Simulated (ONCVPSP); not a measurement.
## potassium: one change to an ONCV potential, before and after

ONCVPSP 4.0.1 input, shortened (lines: element, Z, core and valence counts, functional; n l f; lmax; l rc ep ncon nbas qcut; lloc lpopt rc5 dvloc0; l nproj debl; icmod fcfact rcfact), PBEsol, scalar-relativistic:

```
  K 19.00    3    3  -116133      upf
    1    0    2.00
    2    0    2.00
    2    1    6.00
    3    0    2.00
    3    1    6.00
    4    1    1.00
    2
    0    2.05    0.00    4    9    7.40
    1    2.60    0.00    4    7    5.70
    2    2.20    0.04    5    8    4.90
    4    5    1.45    0.00
    0    2    3.90
    1    3    1.60
    2    2    3.40
    1    0.30    0.00
```

Change: s: rc 1.88.

Cutoffs: the cutoffs (Ha) at which the residual kinetic energy of the hardest occupied pseudo-wave falls to 1 and 0.1 mHa per electron; they do not see the model core or the augmentation charge, which bear on the density cutoff. Errors are all-electron minus pseudo energies relative to the spin-unpolarised reference configuration.

Q: Predict the effect on cutoff, ghosts and configuration errors.

A: The potential gets harder (14 Ha and 18 Ha → 16 Ha and 19 Ha); of the 4 tests that both files solve, the error grows in 0 and shrinks in 2 by more than 15 % and 0.3 meV (median size 1.2 → 0.5 meV); neither file shows a bound ghost. A smaller radius makes the pseudo-wave follow the all-electron one further in, where it bends more sharply, so more plane waves are needed.

```tsv
quantity	base	changed
cutoff, loose	14 Ha	16 Ha
cutoff, tight	18 Ha	19 Ha
loose cutoff by channel	s 14 Ha, p 10 Ha	s 16 Ha, p 10 Ha
bound ghosts	none	none
GHOST(+) flags under 300 eV	none	none
error for 3s2 3p6 4s1 4p0, meV [ΔE -1.52 eV]	+1.5	+0.6
error for 3s2 3p6 4p0, meV [ΔE 2.70 eV]	-0.1	-0.1
error for 3s2 3p6 4s0.5 4p0, meV [ΔE 0.10 eV]	+1.0	+0.4
error for 3s2 3p5 4s1 4p0, meV [ΔE 23.38 eV]	+44	+39
p: phases at 2.64 bohr within 0.05 rad from the reference energy up to (Ha; the scan ends near 5)	3.9	3.9
d: phases at 2.23 bohr within 0.05 rad from the reference energy up to (Ha; the scan ends near 5)	to the end of the scan	to the end of the scan
rms error of d²Exc/dni dnj with the model core, mHa	0.73	0.52
```

Base: The cutoffs count occupied waves only; projector 2 of the d channel, the hardest unoccupied one, needs 56 Ha at the loose tolerance. Changed file: The cutoffs count occupied waves only; projector 2 of the d channel, the hardest unoccupied one, needs 56 Ha at the loose tolerance.
